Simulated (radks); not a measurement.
Values are calculated unless marked as measured or tabulated.
Task: These are the eigenvalues of the occupied orbitals of an atom or ion with whole-number occupations (eV). Code: a radial shooting solver on a logarithmic mesh with Libxc functionals. Model: scalar-relativistic Kohn-Sham, PBEsol, spin-polarised, spherical densities, finite nucleus; Fermi nuclear charge, rms radius of each element as measured or else 0.836 A^(1/3) + 0.57 fm.

orbital  eigenvalue
1s up     -48347.32
1s down   -48347.31
2s up     -7943.953
2s down   -7943.893
2p up     -7079.996
2p down   -7079.953
3s up     -1752.688
3s down   -1750.352
3p up     -1483.747
3p down   -1481.425
3d up     -1123.531
3d down   -1121.737
4s up     -354.1107
4s down   -348.5611
4p up     -265.6481
4p down   -260.1113
4d up     -142.3824
4d down   -136.8683
5s up      -51.9466
5s down    -48.7508
5p up      -30.8035
5p down    -28.3448
4f up      -10.3441
6s up       -8.9574

Which element is it, and in what charge state? The configuration may be excited. Open shells, if any, are filled with parallel spins first.

Result: Z = 63, europium, charge +1: Eu+ in [Xe] 4f7 6s1. The list shows which subshells hold electrons but not how many an open one holds; the 1s level, -1776.7 hartree, gives Z - s = 59.6 by -(Z - s)^2/2, which with screening and relativity narrows Z to a few neighbours, and the depths of the outer levels then fix element, charge and occupations together.
